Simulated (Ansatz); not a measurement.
`COB(C)O` + HBr → `CB(O)Br` + CH₃OH at 700 K and 1 bar (ligand exchange at a B–O bond).

Computed with Ansatz on PBE0-D4/def2-TZVP structures; ΔE is electronic, products minus reactants. CBS: MP2 limit from def2 TZ/QZ plus the TZ coupled-cluster correction, frozen cores. This one scheme is used for every species. For Br outer-core shells are correlated without core-valence functions, which leaves a few kJ/mol of doubt a bond. Scalar relativity is left out up to krypton. One conformer a species, not always the lowest.

```json
{"species": "`COB(C)O`", "CCSD(T)/CBS energy (Eh)": "-255.57080", "H − E (kJ/mol)": "337.5", "S (J/(mol·K))": "455.4"}
{"species": "HBr", "CCSD(T)/CBS energy (Eh)": "-2573.91920", "H − E (kJ/mol)": "36.5", "S (J/(mol·K))": "223.7"}
{"species": "`CB(O)Br`", "CCSD(T)/CBS energy (Eh)": "-2713.85644", "H − E (kJ/mol)": "207.4", "S (J/(mol·K))": "403.6"}
{"species": "CH₃OH", "CCSD(T)/CBS energy (Eh)": "-115.61712", "H − E (kJ/mol)": "170.8", "S (J/(mol·K))": "288.5"}
```

H − E and S are ideal-gas, rigid-rotor, harmonic terms from PBE0-D4/def2-TZVP, for one conformer and one mirror image of each species. 1 Eh = 2625.50 kJ/mol, R = 8.31446 J/(mol·K).

By hand: ΔE, ΔH, ΔS and ΔG.

ΔE = (-2713.85644) + (-115.61712) − (-255.57080) − (-2573.91920) = 0.01644 Eh = 43.2 kJ/mol. Δ(H − E) = 207.4 + 170.8 − 337.5 − 36.5 = 4.2, so ΔH = 47.4 kJ/mol. ΔS = 403.6 + 288.5 − 455.4 − 223.7 = 13.0 J/(mol·K). ΔG = 47.4 − 700 × (13.0)/1000 = 38.3 kJ/mol.

By hand: the equilibrium constant, and the temperature at which ΔG would vanish if ΔH and ΔS stayed fixed.

log₁₀ K = −ΔG/(RT ln 10) = -2.9. ΔG = 0 at ΔH/ΔS = 3646 K, far beyond where these terms or the molecules hold.

The number of gas molecules stays the same, so ΔS is small and ΔH decides. A doubt of 5 kJ/mol in ΔE shifts log₁₀ K by 0.4 here. Other conformers and mirror images would add mixing entropy, several J/(mol·K) or more a flexible species. Modes under 60 cm⁻¹, often nearly free rotors, make the harmonic entropy too high. These are equilibria of isolated gas molecules and say nothing of rates. Largest T1 diagnostic: 0.012 (customary marks: 0.02 for closed shells, 0.045 for open ones).
